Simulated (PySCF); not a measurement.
**Magnetic susceptibility: SMILES F/C=C\C[C@H]1C=[CH][AlH][CH2]1, C₇H₁₀AlF**

Molfile (atoms numbered from 1):
```
C7H10AlF
     RDKit          3D

 19 19  0  0  0  0  0  0  0  0999 V2000
    1.7523    2.3343    0.4904 F   0  0  0  0  0  0  0  0  0  0  0  0
    2.4185    1.1673    0.5842 C   0  0  0  0  0  0  0  0  0  0  0  0
    2.0098    0.0709   -0.0256 C   0  0  0  0  0  0  0  0  0  0  0  0
    0.7751   -0.0332   -0.8574 C   0  0  0  0  0  0  0  0  0  0  0  0
   -0.2723   -0.9763   -0.2394 C   0  0  1  0  0  0  0  0  0  0  0  0
   -0.5428   -0.4995    1.1759 C   0  0  0  0  0  0  0  0  0  0  0  0
   -1.4885    0.4078    1.4534 C   0  0  0  0  0  0  0  0  0  0  0  0
   -2.3564    0.6936   -0.2859 Al  0  0  0  0  0  3  0  0  0  0  0  0
   -1.5477   -0.9384   -1.1062 C   0  0  0  0  0  0  0  0  0  0  0  0
    3.3033    1.2633    1.1960 H   0  0  0  0  0  0  0  0  0  0  0  0
    2.5966   -0.8269    0.0982 H   0  0  0  0  0  0  0  0  0  0  0  0
    0.3059    0.9552   -0.9587 H   0  0  0  0  0  0  0  0  0  0  0  0
    1.0426   -0.3940   -1.8540 H   0  0  0  0  0  0  0  0  0  0  0  0
    0.1522   -1.9862   -0.1993 H   0  0  0  0  0  0  0  0  0  0  0  0
    0.1315   -0.9014    1.9281 H   0  0  0  0  0  0  0  0  0  0  0  0
   -1.5831    0.7455    2.4806 H   0  0  0  0  0  0  0  0  0  0  0  0
   -3.2844    1.7872   -0.8495 H   0  0  0  0  0  0  0  0  0  0  0  0
   -2.1424   -1.8338   -0.8750 H   0  0  0  0  0  0  0  0  0  0  0  0
   -1.2802   -1.0261   -2.1632 H   0  0  0  0  0  0  0  0  0  0  0  0
  1  2  1  0
  2  3  2  0
  3  4  1  0
  4  5  1  0
  5  6  1  0
  6  7  2  0
  7  8  1  0
  8  9  1  0
  9  5  1  0
  2 10  1  0
  3 11  1  0
  4 12  1  0
  4 13  1  0
  5 14  1  1
  6 15  1  0
  7 16  1  0
  8 17  1  0
  9 18  1  0
  9 19  1  0
M  END
```

Computed with GIAO B97-2/pcSseg-1 magnetisability, rotational g tensor and spin-rotation constants, non-relativistic, gas phase in PySCF 2.14.0. Geometry: GFN2-xTB.

(1) How diamagnetic is it, and how anisotropic?

(2) Split it along the inertial axes a, b, c into diamagnetic and paramagnetic parts about the centre of mass, with the quadrupole moment.

(3) And the rotational g tensor?

Results:

(1) Isotropic -1328 × 10⁻³⁰ J/T², or -80.0 × 10⁻⁶ cm³/mol; principal values -1566, -1234, -1185 × 10⁻³⁰ J/T², anisotropy 359 × 10⁻³⁰ J/T² (root of half the summed squared differences of the principal values). The susceptibility is in cgs units.

(2) 
| axis | χ (10⁻⁶ cm³/mol) | diamagnetic (10⁻⁶ cm³/mol) | paramagnetic (10⁻⁶ cm³/mol) | summed x² of all electrons (Å²) | quadrupole Θ (D Å) |
| --- | --- | --- | --- | --- | --- |
| a | -88.0 | -663.5 | 575.4 | 258.0 | +4.12 |
| b | -74.2 | -1350.7 | 1276.5 | 96.1 | -2.09 |
| c | -77.7 | -1502.2 | 1424.5 | 60.3 | -2.03 |

Anisotropies 2χaa − χbb − χcc = -24.2 and 2χbb − χaa − χcc = +17.5 × 10⁻⁶ cm³/mol. Θ is traceless in Buckingham's convention.

(3) 
| axis | rotational constant (GHz) | g | nuclear part | electronic part |
| --- | --- | --- | --- | --- |
| a | 2.2756 | -0.0233 | 0.5919 | -0.6152 |
| b | 0.9320 | -0.0140 | 0.5449 | -0.5589 |
| c | 0.8303 | -0.0111 | 0.5446 | -0.5557 |

Asymmetric top; isotopes 27Al, 12C, 19F, 1H; no vibrational averaging.
